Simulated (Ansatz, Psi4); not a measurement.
Psi4 was given this input:
```
memory 2 GB

molecule mol {
1 1
  N     1.132724   -1.071908   -0.254745
  C     0.116556   -0.236603   -0.051112
  N    -1.247639   -0.934801   -0.136440
  S     0.107643    1.340122    0.260057
  H     1.042190   -2.057952   -0.445657
  H     2.068056   -0.693196   -0.215955
  H    -1.957904   -0.203952    0.034872
  H    -1.353291   -1.672009    0.576522
  H    -1.416264   -1.348266   -1.065721
}

set basis sto-3g
set reference rks
set scf_type pk
set puream true
set d_convergence 1e-8
set dft_radial_points 99
set dft_spherical_points 590

energy('pbe')
print_variables()
```

Q: Give the equivalent Ansatz (a program for electronic structure) input.

A: This is not unique; one that fits is 
Ansatz 0.2 input:
```yaml
crystal:
  periodic: [false, false, false]
  atoms:
    - {symbol: N, position_ang: [1.13272355, -1.07190807, -0.25474547]}
    - {symbol: C, position_ang: [0.11655556, -0.23660274, -0.05111200]}
    - {symbol: N, position_ang: [-1.24763856, -0.93480136, -0.13643960]}
    - {symbol: S, position_ang: [0.10764279, 1.34012233, 0.26005663]}
    - {symbol: H, position_ang: [1.04219021, -2.05795163, -0.44565705]}
    - {symbol: H, position_ang: [2.06805560, -0.69319618, -0.21595456]}
    - {symbol: H, position_ang: [-1.95790376, -0.20395163, 0.03487192]}
    - {symbol: H, position_ang: [-1.35329073, -1.67200907, 0.57652211]}
    - {symbol: H, position_ang: [-1.41626422, -1.34826633, -1.06572110]}
basis:
  gaussian:
    orbitals: STO-3G
hamiltonian:
  xc: pbe
total_charge: 1
accuracy: high
```

Both were run: Psi4 gave -541.882264 Eh and Ansatz -541.882263 Eh, 0.000 mEh apart.
